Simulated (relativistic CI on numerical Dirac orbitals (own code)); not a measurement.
## Sensitivity of the levels of Os XIV to α and to the nuclear radius

Computed by Dirac-Coulomb-Breit CI, separate exchange-only KLI orbitals for each configuration, derivatives by finite differences, unscaled Slater integrals, QED left out (own radial code, finite nucleus).

Configurations in the expansion (outside the closed core [Kr] 4d10): 4f13 5s2 5p2, 4f14 5s 5p2, 4f13 5s 5p3, 4f12 5s2 5p3, 4f14 5s2 5p, 4f13 5s2 5p 5d, 4f14 5p3, 4f13 5p4, 4f12 5p5. Double excitations out of closed p, d and f shells are left out; levels of such configurations are missing from the list, as are those of other unlisted configurations, and high levels can miss mixing partners.

With x = (α/α₀)² − 1 an excitation energy changes as ω = ω₀ + qx; K = 2q/ω₀ is the relative enhancement. Terms are leading LS components, so labels can repeat. The field-shift factor is F = δν/δ⟨r²⟩ for the transition from the lowest level.

Lowest level 4f14 5s2 5p 2P°_1/2.

| Level | ω₀ (cm⁻¹) | q (cm⁻¹) | F (GHz/fm²) |
| --- | --- | --- | --- |
| 4f13 5s2 5p2 2F°_7/2 | 111310 | -272300 | 59 |
| 4f14 5s2 5p 2P°_3/2 | 129804 | 161300 | -28.6 |
| 4f13 5s2 5p2 2F°_5/2 | 136530 | -251400 | 60.1 |
| 4f13 5s2 5p2 4F°_9/2 | 223873 | -107800 | 33.2 |
| 4f13 5s2 5p2 2F°_5/2 | 230629 | -106800 | 33.4 |
| 4f13 5s2 5p2 2G°_7/2 | 237684 | -108000 | 33.4 |
| 4f13 5s2 5p2 4F°_3/2 | 238774 | -93630 | 34.3 |
| 4f13 5s2 5p2 2H°_11/2 | 242269 | -109000 | 33.6 |
| 4f13 5s2 5p2 2D°_5/2 | 245946 | -109100 | 33.9 |
| 4f13 5s2 5p2 2P°_3/2 | 246322 | -99920 | 33.5 |
| 4f13 5s2 5p2 2F°_7/2 | 250194 | -106400 | 33.5 |
| 4f13 5s2 5p2 2G°_9/2 | 253205 | -106400 | 33.2 |
| 4f13 5s2 5p2 4G°_7/2 | 255604 | -88450 | 34.4 |
| 4f13 5s2 5p2 4G°_5/2 | 259208 | -89370 | 34.4 |
| 4f13 5s2 5p2 2P°_1/2 | 263070 | -87630 | 34.7 |
| 4f13 5s2 5p2 2H°_9/2 | 264734 | -90110 | 35.1 |
| 4f14 5s 5p2 4P_1/2 | 273887 | 67280 | -417 |
| 4f13 5s2 5p2 2G°_7/2 | 274088 | -86150 | 34.4 |
| 4f13 5s2 5p2 2D°_3/2 | 275812 | -88440 | 34.6 |
| 4f13 5s2 5p2 2F°_5/2 | 278499 | -86820 | 34.5 |
| 4f14 5s 5p2 4P_3/2 | 366170 | 213300 | -441 |
| 4f13 5s2 5p2 4G°_11/2 | 372771 | 57450 | 3.88 |
| 4f13 5s2 5p2 2G°_9/2 | 375325 | 39670 | 6.96 |

At this charge transitions that keep the count of f electrons are usually good to a few per cent. Levels and lines within the n = 5 or 6 shells can be off by up to 10 % or somewhat more, and those that change n by about 2 %, since core polarisation is missing. Levels that differ in their count of f electrons can be misplaced by several ten thousand cm⁻¹, since the correlation energy of f electrons is missing or only estimated; rates across such gaps can be off by orders of magnitude. The computed lowest level isn't the tabulated ground level, which NIST ASD gives as 4f13 5p2 4F°7/2; for such ions that label comes from theory and may be the wrong one.

**Question.** Which transition from the lowest level has the largest |K|?

**Answer.** 4f13 5s2 5p2 2F°_7/2 at 111310 cm⁻¹, K = -4.89.
